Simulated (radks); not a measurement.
Spherical jellium clusters: N electrons in a uniform positive sphere of charge N and radius rs N^(1/3), rs = 2.49 bohr. Calculated with a radial shooting solver with Libxc functionals: non-relativistic Kohn-Sham, LDA (Slater exchange, Perdew-Wang correlation), spin-polarised, spherical densities. Levels are named by radial order and angular momentum (1s, 1p, 1d, 2s, ...), and open shells are averaged over m.

N = 15, configuration 1s2 1p6 1d(up 5, down 2). This is the lowest configuration that the search found. Occupied and some empty levels:

| level | occupation | eigenvalue (eV) | <r> (bohr) |
|---|---|---|---|
| 1s up | 1 | -9.1778 | 3.778 |
| 1s down | 1 | -8.8304 | 3.697 |
| 1p up | 3 | -6.7161 | 4.719 |
| 1p down | 3 | -6.2675 | 4.707 |
| 1d up | 5 | -3.9335 | 5.538 |
| 1d down | 2 | -3.4776 | 5.597 |
| 2s up | 0 | -3.3575 | 5.316 |
| 2s down | 0 | -3.1021 | 5.423 |
| 1f up | 0 | -1.0725 | 6.655 |
| 2p up | 0 | -1.0172 | 7.935 |
| 2p down | 0 | -0.84027 | 8.300 |
| 1f down | 0 | -0.69573 | 6.914 |

Energy (eV): total -15.2434, kinetic 60.353, external -1148.6, Hartree 553.68, exchange-correlation -78.887, background 598.21.

Electron density:

| r (bohr) | n(r) (e/bohr^3) |
|---|---|
| 0.209 | 0.008787 |
| 0.736 | 0.009395 |
| 1.26 | 0.01063 |
| 1.79 | 0.01233 |
| 2.32 | 0.01423 |
| 2.84 | 0.01590 |
| 3.37 | 0.01687 |
| 3.90 | 0.01670 |
| 4.42 | 0.01519 |
| 4.95 | 0.01254 |
| 5.47 | 0.009309 |
| 6.00 | 0.006217 |
| 6.53 | 0.003806 |
| 7.05 | 0.002195 |
| 7.58 | 0.001220 |
| 8.11 | 0.0006609 |
| 8.63 | 0.0003526 |
| 9.16 | 0.0001857 |
| 9.69 | 0.00009723 |
| 10.2 | 0.00005086 |
